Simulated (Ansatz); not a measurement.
Two isomers of C2H8OSSi: A = `[SiH3]COCS`, B = `CO[SiH2]CS`.

Program: Ansatz. Geometries: PBE0-D4/def2-TZVP. ΔE: electronic, gas phase. CCSD(T)/CBS is the MP2 limit (def2-TZVPP, def2-QZVPP) plus CCSD(T) − MP2 in def2-TZVPP, frozen cores. DFT in def2-TZVPP. B3LYP here is the variant with VWN-RPA as its local correlation; programs differ in this. One conformer a species, not always the lowest.

Which isomer does CCSD(T)/CBS put lower? Give the gap. (Estimate.)

Computed: B, by 170.7 kJ/mol.

Give E(B) − E(A) in kJ/mol with PBE0-D4, r2SCAN-D4, PBE-D4, CCSD(T)/def2-TZVPP, B2PLYP, LDA (SPW92), B3LYP-D4. (An estimate is asked.)

Computed: PBE0-D4 -160.9, r2SCAN-D4 -164.8, PBE-D4 -152.0, CCSD(T)/def2-TZVPP -166.9, B2PLYP -168.0, LDA (SPW92) -148.0, B3LYP-D4 -164.8. None reverses the order clearly.

Does the order hold for the free energy at 298.15 K (harmonic terms from PBE0-D4)? (An estimate is asked.)

Ansatz gave: Yes: G(B) − G(A) = -167.7 kJ/mol, for one conformer each. Modes under 60 cm⁻¹, often nearly free rotors, make the harmonic entropy too high.

Largest T1 diagnostic: 0.012.

From r2SCAN to r2SCAN0 (25 % exact exchange), in def2-TZVPP and without D4, E(B) − E(A) moves by −5.2 kJ/mol. At CCSD(T), def2-SVP lies +26.9 kJ/mol from the extrapolated value and def2-TZVPP +3.8 kJ/mol.
